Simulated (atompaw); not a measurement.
**An all-electron radial function and its pseudo partner (rhenium (Re))**

Columns: radius, all-electron u(r) and pseudo u(r) of the 6s shell (level -17.68 eV) of rhenium in the configuration [Kr] 4d10 4f14 5s2 5p6 5d5 6s0 6p0; PBEsol, non-relativistic, PAW (atompaw) scheme, atompaw 4.2.0.5.

```tsv
r (bohr)	all-electron	pseudo
0.088	-0.0323	0.0683
0.177	0.1422	0.1343
0.265	-0.0593	0.1937
0.354	-0.2090	0.2453
0.442	-0.1779	0.2855
0.531	-0.0403	0.3136
0.619	0.1155	0.3276
0.708	0.2426	0.3271
0.796	0.3192	0.3121
0.885	0.3461	0.2827
0.973	0.3298	0.2407
1.062	0.2803	0.1865
1.150	0.2086	0.1233
1.238	0.1231	0.0528
1.327	0.0295	-0.0237
1.415	-0.0644	-0.1019
1.504	-0.1570	-0.1813
1.592	-0.2434	-0.2579
1.681	-0.3238	-0.3316
1.769	-0.3953	-0.3990
1.858	-0.4589	-0.4604
1.946	-0.5133	-0.5137
2.035	-0.5597	-0.5598
2.123	-0.5975	-0.5975
2.212	-0.6279	-0.6279
2.300	-0.6508	-0.6508
```

Problem. How many radial nodes do the two functions have?

Solution. The all-electron 6s function has n − l − 1 = 5 (the table is too coarse to show those close to the nucleus); the pseudo-wave has 1, since 1 lower shell of the same l stays in the valence.

Problem. Is the pseudo-wave norm-conserving?

Solution. No, it belongs to a PAW set: the norm inside the radius is not constrained, and the difference is carried by the augmentation charge.
